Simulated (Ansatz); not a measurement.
Stepwise reaction of `[O]=[Mo]([F])([F])([Cl])[Cl]` with water, as a gas-phase model of exchange steps in deposition or etching. ΔE in kJ/mol.

Calculated with Ansatz (gas phase, PBE0-D4/def2-TZVP geometries, no zero-point term in ΔE). CCSD(T)/CBS is the MP2 limit (def2-TZVPP, def2-QZVPP) plus CCSD(T) − MP2 in def2-TZVPP, frozen cores. This one scheme is used for every species. DFT in def2-TZVPP. B3LYP here is the variant with VWN-RPA as its local correlation; programs differ in this. def2 core potentials past Kr. For Mo outer-core shells are correlated without core-valence functions, which leaves a few kJ/mol of doubt a bond. Each species was taken in one conformer, which may not be the lowest.

| step | reaction | PBE-D4 | B3LYP-D4 | ωB97M-V | CCSD(T)/CBS |
| --- | --- | --- | --- | --- | --- |
| 1 | `[O]=[Mo]([F])([F])([Cl])[Cl]` + H₂O → `[O]=[Mo]([OH])([F])([Cl])[Cl]` + H–F | 25.3 | 23.4 | 23.5 | 16.0 |
| 2 | `[O]=[Mo]([OH])([F])([Cl])[Cl]` + H₂O → `[O]=[Mo]([OH])([OH])([Cl])[Cl]` + H–F | 9.8 | 9.1 | 9.2 | -1.3 |

(1) By hand: ΔE of the 2 steps together at CCSD(T)/CBS.

Results:

(1) (16.0) + (-1.3) = 14.7 kJ/mol, or 7.3 kJ/mol a step.

In ΔE each step is lower than the one before. PBE-D4 differs from CCSD(T)/CBS by 9.3 to 11.1 kJ/mol a step. Isolated molecules leave out the surface, adducts and barriers. Largest T1 diagnostic: 0.024.
